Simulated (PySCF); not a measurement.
**MP2, SCS-MP2 and SOS-MP2 from spin components**

System: HF2OS, charge +1, singlet, at a GFN2-xTB geometry. Level: MP2/cc-pVDZ (PySCF). Sums are taken with unrounded values, so a last digit can differ.

Here is a job for PySCF.
```python
from pyscf import gto, scf, mp

mol = gto.Mole()
mol.atom = '''
    O     1.292238   -0.536346    0.124384
    S    -0.122331   -0.085726    0.462428
    F    -0.980179   -0.706323   -0.735271
    F    -0.164806    1.398706   -0.129337
    H     1.924263   -0.569057   -0.612460
'''
mol.basis = 'cc-pvdz'
mol.charge = 1
mol.spin = 0
mol.verbose = 4
mol.build()

mf = scf.RHF(mol)
mf.kernel()

pt = mp.MP2(mf)
pt.kernel()
print('E(MP2) = %.10f' % pt.e_tot)
```

It gave an SCF energy of -671.448988 Eh, a same-spin correlation energy of -0.196040 Eh and an opposite-spin one of -0.522489 Eh.

Task: Work out the MP2, SCS-MP2 (6/5 and 1/3) and SOS-MP2 (1.3 and 0) correlation and total energies.

Result: MP2: -0.522489 + (-0.196040) = -0.718529 Eh, total -672.167517 Eh, as the program printed. SCS-MP2: 1.2 × (-0.522489) + (-0.196040)/3 = -0.692333 Eh, total -672.141321 Eh. SOS-MP2: 1.3 × (-0.522489) = -0.679235 Eh, total -672.128223 Eh. Opposite spins carry 73 % of the MP2 correlation; same-spin pairs are already kept apart by exchange.
